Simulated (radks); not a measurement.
Problem. Mo IV, configuration [Kr] 4d1 5s2 (not the ground configuration). All-electron calculation, non-relativistic Kohn-Sham, PBE, spin-polarised, spherical densities, point nucleus; open shells are filled with parallel spins first (spin-orbit coupling, left out, can overturn this in heavy ions); relativity is left out, which matters for an element this heavy. Program: a radial shooting solver on a logarithmic mesh with Libxc functionals. Some entries of the table are withheld. Estimate them.

orbital  occ.  eigenvalue (eV)  <r> (bohr)  <1/r> (bohr^-1)
1s down     1        -19369.03     0.03630            41.48
1s up       1        -19369.03     0.03630            41.48
2s up       1        -2728.131      0.1587            9.350
2s down     1        -2727.966      0.1587            9.350
2p up       3        -2516.231      0.1360            9.343
2p down     3        -2516.112      0.1360            9.344
3s up       1        -499.0339      0.4406            3.243
3s down     1        -498.9541      0.4406            3.243
3p up       3        -417.6378      0.4355            3.151
3p down     3        -417.5440      0.4355            3.150
3d up       5        -268.6494      0.4140            2.972
3d down     5        -268.5008      0.4139            2.972
4s up       1        -102.4967       1.108            1.223
4s down     1        -101.6139       1.106            1.226
4p up       3         -78.5914       1.195            1.121
4p down     3         -77.6674       1.194            1.123
4d up       1         -41.0081       1.492           0.8789
4d down     0         -40.0929       1.499           0.8767
5s up       1         -29.8777       2.606              (1)
5s down     1         -29.5196       2.626              (2)

Solution. 
(1) 5s up <1/r> (bohr^-1): 0.5009
(2) 5s down <1/r> (bohr^-1): 0.4958
